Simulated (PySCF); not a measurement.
Gas-phase reaction: 4 InCl + Br2 → 2 InBr + 2 InCl2

Method: PySCF energies (xtb for GFN2) plus ideal-gas RRHO corrections (1 bar). † marks an energy on the PBE0/def2-TZVP geometry and frequencies; other levels use their own. CCSD(T) freezes the core. Open shells (unrestricted): InCl2 (multiplicity 2); the rest are closed-shell singlets. GFN2 has no spin-polarisation term. In: scalar-relativistic def2 core potential, no spin-orbit coupling. Br: all electrons, no relativistic terms. InCl2: computed as isolated molecules; such fragments, hydroxides, amides, oligomers or adducts are transient or little studied in the gas. CCSD(T) isn't extrapolated to the basis-set limit; its ΔH°(298 K) is -104.8 kJ in def2-SVP and -72.2 kJ in def2-TZVPP. The harmonic model lacks anharmonicity and excited electronic states, which grow with temperature; levels with a mode under 35 cm⁻¹ are left out. Soft modes under 120 cm⁻¹ make the harmonic entropy rough for InCl2.

```
level                ΔE electronic, kJ  ΔH°(298 K), kJ  ΔS°(298 K), J/K  ΔG°(1600 K), kJ
-------------------  -----------------  --------------  ---------------  ---------------
BLYP/def2-TZVP†                    -28             -26              -91              113
CCSD(T)/def2-SVP†                 -106            -105              -91               35
CCSD(T)/def2-TZVPP†                -74             -72              -91               68
GFN2-xTB                           -23             -22              -80               99
M06-2X/def2-TZVP†                 -115            -114              -91               26
r2SCAN/def2-TZVP†                 -107            -106              -91               34
```
ΔH° is lowest at M06-2X/def2-TZVP† and highest at GFN2-xTB. No reference value is set beside these.
